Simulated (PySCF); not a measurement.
- NMR shieldings at PBE0/pcSseg-1/GIAO
- geometry: GFN2-xTB
- code: PySCF 2.14.0 with density-fitted response routines
- one conformer, non-relativistic, gas phase, one averaged value for each set of equivalent atoms

References, each an isolated molecule treated in the same way: $^{1}$H, $^{13}$C vs TMS. Shifts are as computed. Against solution values, carbons near 30 ppm lie about +3 ppm off and those near 130 ppm about +5 ppm; carbons on Cl a further +6 ppm. Of 1309 compounds with measured shifts, 239 miss one by over three times the rms of a fit or turn the order of signals round; such compounds aren't used in these exercises. Carbons bonded to Cl come out too deshielded.

(1) Order these molecules by the shift of their most shielded carbon, lowest δ first.
A. Cc1ncoc1N([SiH3])[SiH3]
B. CC#C[C@@H]1C[C@]1([SiH3])C=O
C. CO[C@]1(C(F)(F)Cl)CO1

(2) Order these molecules by the shift of their most shielded carbon-bound hydrogen, lowest δ first.
A. Cc1ncoc1N([SiH3])[SiH3]
B. CC#C[C@@H]1C[C@]1([SiH3])C=O
C. C=C[C@@H]1C[Si@@H](P)[C@H]1F

(3) How many $^{13}$C and $^{1}$H signals does each give (equivalence by symmetry and fast rotation, but not about amide C–N or C=N bonds)? `CC#C[C@@H]1C[C@]1([SiH3])C=O`, `CO[C@]1(C(F)(F)Cl)CO1`, `C=C[C@@H]1C[Si@@H](P)[C@H]1F`, `Cc1ncoc1N([SiH3])[SiH3]`

Results:

(1) B (4.6 ppm, propargylic methyl carbon), A (15.2 ppm, methyl carbon on an aromatic ring), C (53.1 ppm, epoxide ring carbon).

(2) C (0.87 ppm, hydrogen on an sp3 CH2 bonded to Si), B (1.26 ppm, hydrogen on a three-membered-ring carbon), A (2.67 ppm, hydrogen on a methyl carbon on an aromatic ring).

(3) CC#C[C@@H]1C[C@]1([SiH3])C=O: 7 C, 6 H; CO[C@]1(C(F)(F)Cl)CO1: 4 C, 3 H; C=C[C@@H]1C[Si@@H](P)[C@H]1F: 5 C, 9 H; Cc1ncoc1N([SiH3])[SiH3]: 4 C, 3 H.
